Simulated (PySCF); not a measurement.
**Telling isomers of C₅H₁₁NO₂Si apart by NMR**

How the numbers were obtained: GFN2-xTB structure, σ from GIAO-PBE0/pcSseg-1, in PySCF 2.14 (in vacuum, one conformer, non-relativistic, rapidly exchanging positions averaged).

Chemical shifts δ = σref − σ; $^{1}$H (σref 31.72), $^{13}$C (σref 186.93) vs TMS, all at this level. Where no couplings were computed, multiplicities follow the n + 1 count of equivalent neighbours, and m marks all less simple cases (inequivalent or close neighbours, rings, F or P nearby). Acid and N–H amide carbonyl carbons lie up to 10 ppm further downfield in solution (hydrogen bonding). Shifts are as computed. Against solution values, carbons near 30 ppm lie about +3 ppm off and those near 130 ppm about +5 ppm. Of 1211 compounds with measured shifts, 218 miss one by over three times the rms of a fit or turn the order of signals round; such compounds aren't used in these exercises. Groups on amide-type nitrogens are kept apart (slow C–N rotation). OH and NH positions are gas-phase values without hydrogen bonding to other molecules.

(1) Tabulate the signals of `C=C[C@@H]1CCO[Si@H](N)O1`, `CO/C(=C/[SiH3])CC(N)=O` and their relative energies.

(2) What is the quickest way to tell C=C[C@@H]1CCO[Si@H](N)O1 from CO/C(=C/[SiH3])CC(N)=O?

Answers

(1) 
```tsv
SMILES	carbon types	δC	δH	E rel. (kcal/mol)
C=C[C@@H]1CCO[Si@H](N)O1	2×CH 3×CH2	152.3, 119.8, 80.3, 66.7, 43.1	6.28 (m, 1H), 5.38 (m, 1H), 5.28 (m, 1H), 4.58 (s, 1H), 4.45 (m, 1H), 4.37 (m, 1H), 4.30 (m, 1H), 1.91 (m, 1H), 1.26 (m, 1H), 0.72 (br s, 2H)	0.0
CO/C(=C/[SiH3])CC(N)=O	2×C 1×CH 1×CH2 1×CH3	173.7, 168.7, 84.6, 55.3, 47.5	5.70 (br, 1H), 4.31 (br, 1H), 4.29 (m, 3H), 4.20 (m, 1H), 3.78 (s, 3H), 2.97 (s, 2H)	56.4
```

Energies are electronic energies at PBE0/pcSseg-1 on these geometries, without zero-point or thermal terms, each for the one conformer computed, which needn't be the lowest.

(2) Both give the same number of carbon signals, but DEPT or the intensities differ. The first has an alkene CH at 152.3 ppm, the second an alkene carbon bearing oxygen (C) at 173.7 ppm. In the proton spectra the most deshielded non-exchanging signals are 6.28 (m, 1H) and 4.29 (m, 3H).
